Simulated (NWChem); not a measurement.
System: CHCl2 cation

Excerpt of the output:

```
             Northwest Computational Chemistry Package (NWChem) 7.3.0
             --------------------------------------------------------

                             Geometry "geometry" -> ""
                             -------------------------

 Output coordinates in angstroms (scale by  1.889725989 to convert to a.u.)

  No.       Tag          Charge          X              Y              Z
 ---- ---------------- ---------- -------------- -------------- --------------
    1 Cl                  17.0000     1.44725400     0.00000000    -0.15652500
    2 C                    6.0000     0.00000000     0.00000000     0.60842800
    3 Cl                  17.0000    -1.44725400     0.00000000    -0.15652500
    4 H                    1.0000     0.00000000     0.00000000     1.70103200

 Effective nuclear repulsion energy (a.u.)     129.3278601390

  pbe96 is a nonlocal functional; adding pw91lda local functional.
                              NWChem Property Module
                              ----------------------

  itol2e modified to match energy
  convergence criterion.

                                 NWChem DFT Module
                                 -----------------

 Summary of "ao basis" -> "ao basis" (spherical)
 ------------------------------------------------------------------------------
       Tag                 Description            Shells   Functions and Types
 ---------------- ------------------------------  ------  ---------------------
 Cl                          6-31g*                  8       18   4s3p1d
 C                           6-31g*                  6       14   3s2p1d
 H                           6-31g*                  2        2   2s

  itol2e modified to match energy
  convergence criterion.

            General Information
            -------------------
          SCF calculation type: DFT
          Wavefunction type:  closed shell.
          No. of atoms     :     4
          No. of electrons :    40
           Alpha electrons :    20
            Beta electrons :    20
          Charge           :     1
          Spin multiplicity:     1
          Use of symmetry is: off; symmetry adaption is: off
          Maximum number of iterations: 150
          AO basis - number of functions:    52
                     number of shells:    24
          Convergence on energy requested:  1.00D-07
          Convergence on density requested:  1.00D-05
          Convergence on gradient requested:  5.00D-04

              XC Information
              --------------
          PerdewBurkeErnzerhof Exchange Functional  1.000
            Perdew 1991 LDA Correlation Functional  1.000 local
           PerdewBurkeErnz. Correlation Functional  1.000 non-local

             Grid Information
             ----------------
          Grid used for XC integration:  fine
          Radial quadrature: Mura-Knowles
          Angular quadrature: Lebedev.
          Tag              B.-S. Rad. Rad. Pts. Rad. Cut. Ang. Pts.
          ---              ---------- --------- --------- ---------
          Cl                  1.00      123           9.0       770
          C                   0.70       70           7.0       590
          H                   0.35       60           8.0       590
          Grid pruning is: on
          Number of quadrature shells:   376
          Spatial weights used:  Erf1

      Superposition of Atomic Density Guess
      -------------------------------------

 Sum of atomic energies:        -957.05965212

 Renormalizing density from      41.00 to     40

      Non-variational initial energy
      ------------------------------

 Total energy =    -943.263115
 1-e energy   =   -1540.117101
 2-e energy   =     467.526126
 HOMO         =      -0.738638
 LUMO         =      -0.406106

   convergence    iter        energy       DeltaE   RMS-Dens  Diis-err
 ---------------- ----- ----------------- --------- --------- ---------
 d= 0,ls=0.0,diis     1   -958.0821271632 -1.09D+03  5.00D-02  1.78D+00
 d= 0,ls=0.0,diis     2   -957.2214617566  8.61D-01  3.67D-02  8.09D+00
 d= 0,ls=0.0,diis     3   -958.2653554859 -1.04D+00  5.23D-03  8.60D-02
 d= 0,ls=0.0,diis     4   -958.2757492746 -1.04D-02  1.74D-03  9.84D-03
 d= 0,ls=0.0,diis     5   -958.2771117430 -1.36D-03  2.38D-04  2.61D-04
  Resetting Diis
 d= 0,ls=0.0,diis     6   -958.2771457969 -3.41D-05  6.43D-05  1.06D-05
 d= 0,ls=0.0,diis     7   -958.2771473445 -1.55D-06  1.53D-05  1.33D-07
 d= 0,ls=0.0,diis     8   -958.2771472818  6.27D-08  1.07D-05  5.93D-07
 d= 0,ls=0.0,diis     9   -958.2771473601 -7.82D-08  2.32D-06  2.14D-08

         Total DFT energy =     -958.277147360095
      One electron energy =    -1567.859228280687
           Coulomb energy =      541.782232219612
    Exchange-Corr. energy =      -61.528011438001
 Nuclear repulsion energy =      129.327860138980

 Numeric. integr. density =       40.000000254879

                       DFT Final Molecular Orbital Analysis
                       ------------------------------------

 Vector   18  Occ=2.000000D+00  E=-5.703840D-01
              MO Center=  4.4D-08, -5.7D-12, -1.4D-01, r^2= 3.1D+00
   Bfn.  Coefficient  Atom+Function         Bfn.  Coefficient  Atom+Function
  ----- ------------  ---------------      ----- ------------  ---------------
     8      0.561137  1 Cl py                40     -0.561137  3 Cl py
    12      0.246403  1 Cl py                44     -0.246403  3 Cl py
     4     -0.214847  1 Cl py                36      0.214847  3 Cl py
    28      0.032430  2 C  d -2

 Vector   19  Occ=2.000000D+00  E=-5.541977D-01
              MO Center= -1.2D-06,  1.0D-11, -1.9D-04, r^2= 3.1D+00
   Bfn.  Coefficient  Atom+Function         Bfn.  Coefficient  Atom+Function
  ----- ------------  ---------------      ----- ------------  ---------------
     9      0.521258  1 Cl pz                41      0.521258  3 Cl pz
    13      0.228918  1 Cl pz                45      0.228918  3 Cl pz
     5     -0.198847  1 Cl pz                37     -0.198847  3 Cl pz
    52     -0.178909  4 H  s                 51     -0.165381  4 H  s
    23     -0.162547  2 C  pz                 7      0.074659  1 Cl px

 Vector   20  Occ=2.000000D+00  E=-5.498445D-01
              MO Center=  1.3D-06, -2.2D-11, -1.1D-01, r^2= 3.2D+00
   Bfn.  Coefficient  Atom+Function         Bfn.  Coefficient  Atom+Function
  ----- ------------  ---------------      ----- ------------  ---------------
     9      0.431746  1 Cl pz                41     -0.431745  3 Cl pz
     7      0.375376  1 Cl px                39      0.375376  3 Cl px
    13      0.181776  1 Cl pz                45     -0.181776  3 Cl pz
    11      0.172680  1 Cl px                43      0.172680  3 Cl px
     5     -0.165998  1 Cl pz                37      0.165998  3 Cl pz

 Vector   21  Occ=0.000000D+00  E=-4.198121D-01
              MO Center=  2.2D-08, -9.0D-11,  2.7D-01, r^2= 2.3D+00
   Bfn.  Coefficient  Atom+Function         Bfn.  Coefficient  Atom+Function
  ----- ------------  ---------------      ----- ------------  ---------------
    22      0.566348  2 C  py                26      0.467973  2 C  py
     8     -0.384485  1 Cl py                40     -0.384485  3 Cl py
    12     -0.252084  1 Cl py                44     -0.252084  3 Cl py
     4      0.142449  1 Cl py                36      0.142449  3 Cl py
    14     -0.051019  1 Cl d -2              46      0.051019  3 Cl d -2

 Vector   22  Occ=0.000000D+00  E=-2.727010D-01
              MO Center= -4.3D-08,  1.1D-10,  1.1D-03, r^2= 3.3D+00
   Bfn.  Coefficient  Atom+Function         Bfn.  Coefficient  Atom+Function
  ----- ------------  ---------------      ----- ------------  ---------------
    24      1.531917  2 C  s                 11      0.598512  1 Cl px
    43     -0.598512  3 Cl px                10     -0.538071  1 Cl s
    42     -0.538071  3 Cl s                 27     -0.448559  2 C  pz
     7      0.411041  1 Cl px                39     -0.411041  3 Cl px
    20      0.316379  2 C  s                 23     -0.275204  2 C  pz

 Vector   23  Occ=0.000000D+00  E=-2.016664D-01
              MO Center=  4.7D-08, -1.5D-11,  6.6D-02, r^2= 3.4D+00
   Bfn.  Coefficient  Atom+Function         Bfn.  Coefficient  Atom+Function
  ----- ------------  ---------------      ----- ------------  ---------------
    25      1.195333  2 C  px                10     -0.808865  1 Cl s
    42      0.808865  3 Cl s                 11      0.661172  1 Cl px
    43      0.661172  3 Cl px                21      0.594579  2 C  px
    13     -0.495162  1 Cl pz                45      0.495162  3 Cl pz
     7      0.263302  1 Cl px                39      0.263302  3 Cl px

     Multipole analysis of the density
     ---------------------------------

     L   x y z        total         alpha         beta         nuclear
     -   - - -        -----         -----         ----         -------
     0   0 0 0      1.000000    -20.000000    -20.000000     41.000000

     1   1 0 0      0.000000      0.000000      0.000000      0.000000
     1   0 1 0     -0.000000     -0.000000     -0.000000      0.000000
     1   0 0 1      0.559053      0.251417      0.251417      0.056219

     2   2 0 0    -13.776274   -134.043918   -134.043918    254.311562
     2   1 1 0     -0.000000     -0.000000     -0.000000      0.000000
     2   1 0 1     -0.000000     -0.000000     -0.000000      0.000000
     2   0 2 0    -20.293747    -10.146873    -10.146873      0.000000
     2   0 1 1      0.000000      0.000000      0.000000      0.000000
     2   0 0 2    -18.139404    -19.689369    -19.689369     21.239334

          -----------------------
          Electric field gradient
          -----------------------

 1 a.u. = 0.324123 10**(16) esu/cm**3  ( or statvolts/cm**2 ) = 0.97174 10**(22) v/m**2

 ------------------------------------------------------------
   Atom      X         Y         Z
 ------------------------------------------------------------
    1 Cl   2.73491   0.00000  -0.29579
 ------------------------------------------------------------

 Electric field gradient in molecular frame (a.u.)
         XX             YY             ZZ             XY             XZ             YZ
 ------------------------------------------------------------------------------------------
       -2.031076       0.049793       1.981283      -0.000000       2.569873       0.000000

 Principal components (a.u.) and orientation
 of principal axis w.r.t. absolute frame                      Asymmetry parameter eta
 --------------------------------------------------------------------------------------
       -3.285112       3.235319       0.049793                       0.969686

        0.898708       0.438548      -0.000000
        0.000000      -0.000000       1.000000
       -0.438548       0.898708       0.000000

 ------------------------------------------------------------
   Atom      X         Y         Z
 ------------------------------------------------------------
    2 C    0.00000   0.00000   1.14976
 ------------------------------------------------------------

 Electric field gradient in molecular frame (a.u.)
         XX             YY             ZZ             XY             XZ             YZ
 ------------------------------------------------------------------------------------------
       -0.000650      -0.440171       0.440821       0.000000      -0.000000      -0.000000

 Principal components (a.u.) and orientation
 of principal axis w.r.t. absolute frame                      Asymmetry parameter eta
 --------------------------------------------------------------------------------------
        0.440821      -0.440171      -0.000650                       0.997051

       -0.000000      -0.000000       1.000000
       -0.000000       1.000000       0.000000
        1.000000       0.000000       0.000000

 ------------------------------------------------------------
   Atom      X         Y         Z
 ------------------------------------------------------------
    3 Cl  -2.73491   0.00000  -0.29579
 ------------------------------------------------------------

 Electric field gradient in molecular frame (a.u.)
         XX             YY             ZZ             XY             XZ             YZ
 ------------------------------------------------------------------------------------------
       -2.031076       0.049793       1.981283       0.000000      -2.569873      -0.000000

 Principal components (a.u.) and orientation
 of principal axis w.r.t. absolute frame                      Asymmetry parameter eta
 --------------------------------------------------------------------------------------
       -3.285112       3.235319       0.049793                       0.969686

        0.898708      -0.438548      -0.000000
       -0.000000      -0.000000       1.000000
        0.438548       0.898708       0.000000

 ------------------------------------------------------------
   Atom      X         Y         Z
 ------------------------------------------------------------
    4 H    0.00000   0.00000   3.21448
 ------------------------------------------------------------

 Electric field gradient in molecular frame (a.u.)
         XX             YY             ZZ             XY             XZ             YZ
 ------------------------------------------------------------------------------------------
        0.127319       0.139491      -0.266810      -0.000000       0.000000       0.000000

 Principal components (a.u.) and orientation
 of principal axis w.r.t. absolute frame                      Asymmetry parameter eta
 --------------------------------------------------------------------------------------
       -0.266810       0.139491       0.127319                       0.045622

       -0.000000      -0.000000       1.000000
       -0.000000       1.000000       0.000000
        1.000000       0.000000       0.000000
```

Level: PBE/6-31G* (spherical d). Coordinates come from a B3LYP/6-31G* (spherical d) optimisation. NWChem prints the field gradient with the sign opposite to the second derivative of the potential.

**Question.** Reconstruct the input file.

**Answer.** Several could match; the one computed here: the input that was run:
```
start job
memory heap 200 mb stack 900 mb global 1100 mb
charge 1
geometry units angstroms noautosym nocenter noautoz
  Cl     1.447254     0.000000    -0.156525
  C      0.000000     0.000000     0.608428
  Cl    -1.447254     0.000000    -0.156525
  H      0.000000     0.000000     1.701032
end
basis spherical
  * library 6-31g*
end
dft
  xc xpbe96 cpbe96
  iterations 150
end
property
  efieldgrad
end
task dft property
```
